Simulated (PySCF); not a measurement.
A side-by-side comparison of computed properties.

First species: C4H9NSi.
Z-matrix (Å and degrees, GFN2-xTB geometry), rows numbered from 1:
```
C 
C   1  1.3286
Si  2  1.8925  1  123.44
C   2  1.4726  1  121.66  3   179.77
N   4  1.2582  2  129.57  1    64.58
C   5  1.4314  4  122.49  2    -0.84
H   1  1.0784  2  121.85  3    -0.13
H   1  1.0806  2  122.12  3  -178.25
H   3  1.4642  2  108.75  1  -120.95
H   3  1.4622  2  108.46  1    -0.60
H   3  1.4642  2  108.46  1   119.61
H   4  1.0883  2  114.90  1  -118.16
H   6  1.0913  5  107.92  4  -116.11
H   6  1.0912  5  107.51  4   128.19
H   6  1.0963  5  114.70  4     5.91
```

Second species: C6H10O.
Geometry (GFN2-xTB, Å), atoms numbered from 1 in this order:
```xyz
17
C6H10O angstrom
C     -2.6226   -0.6884    0.8099
C     -1.3013   -0.7683    0.9221
C     -0.3277   -0.0581    0.1051
C     -0.8445    0.8246   -0.9919
C      0.9753   -0.2097    0.3648
C      2.1135    0.4436   -0.3629
O      3.3748    0.0493    0.1236
H     -3.1083   -0.0699    0.0754
H     -3.2728   -1.2476    1.4606
H     -0.8759   -1.4073    1.6861
H     -1.4084    1.6532   -0.5657
H     -0.0361    1.2316   -1.5904
H     -1.5117    0.2607   -1.6417
H      1.2803   -0.8526    1.1813
H      2.0435    0.2329   -1.4435
H      2.0828    1.5303   -0.2303
H      3.4320   -0.9120    0.0875
```

Levels: CAM-B3LYP/def2-SVPD for dipole moment, HOMO energy, LUMO energy, HOMO–LUMO gap, static isotropic polarisability and electronic spatial extent ⟨r²⟩ about the centre of nuclear charge; TDDFT CAM-B3LYP/def2-SVPD for lowest singlet excitation; TDA CAM-B3LYP/def2-SVPD for lowest triplet excitation (Tamm–Dancoff); GFN2-xTB for rotational constant A and rotational constant C. Geometries: GFN2-xTB. Each structure is a single optimised conformer of the isolated species, non-relativistic unless stated. Electronic properties by PySCF.

Dipoles, sizes and rotational constants follow the conformer. The torsions of the flexible species, by atom-mapped SMILES:
- `[CH2:1]=[C:2]([SiH3:3])/[CH:4]=[N:5]\[CH3:6]`: C1–C2–C4–N5 65°
- `[CH2:1]=[CH:2]/[C:3]([CH3:4])=[CH:5]/[CH2:6][OH:7]`: C1–C2–C3–C4 -2°, C3–C5–C6–O7 -178°, H–O7–C6–C5 55°

Values for the first species:

- Dipole moment: 1.92 D
- HOMO energy: -8.34 eV
- LUMO energy: 0.20 eV
- HOMO–LUMO gap: 8.54 eV
- Lowest singlet excitation: 4.61 eV
- Lowest triplet excitation (Tamm–Dancoff): 3.90 eV
- Static isotropic polarisability: 83.2 au
- Electronic spatial extent ⟨r²⟩ about the centre of nuclear charge: 881 bohr²
- Rotational constant A: 4.913 GHz
- Rotational constant C: 1.502 GHz

Question: Estimate the same properties for the second species, and the change in each.

Answer: 
| property | first | second | second less first |
| --- | --- | --- | --- |
| dipole moment | 1.92 D | 1.56 D | -0.36 D |
| HOMO energy | -8.34 eV | -7.82 eV | +0.52 eV |
| LUMO energy | 0.20 eV | 0.27 eV | +0.07 eV |
| HOMO–LUMO gap | 8.54 eV | 8.09 eV | -0.45 eV |
| lowest singlet excitation | 4.61 eV | 5.68 eV | +1.07 eV |
| lowest triplet excitation (Tamm–Dancoff) | 3.90 eV | 3.22 eV | -0.68 eV |
| static isotropic polarisability | 83.2 au | 83.3 au | +0.1 au |
| electronic spatial extent ⟨r²⟩ about the centre of nuclear charge | 881 bohr² | 1094 bohr² | +213 bohr² |
| rotational constant A | 4.913 GHz | 6.925 GHz | +2.012 GHz |
| rotational constant C | 1.502 GHz | 1.058 GHz | -0.444 GHz |

On the first: No computed singlet falls in the visible range (750 to 380 nm, 1.65 to 3.26 eV); S1 lies 1.35 eV above its blue end. The dipole matches unit charges of opposite sign 0.40 Å apart (1 e·Å = 4.8032 D).

On the second: The polarisability is 12.34 Å³ as a volume (1 au = 0.148185 Å³), or 1.54 au for each of the 54 electrons. The principal polarisabilities are 55.9, 72.8 and 121.2 au; their mean is the isotropic value.
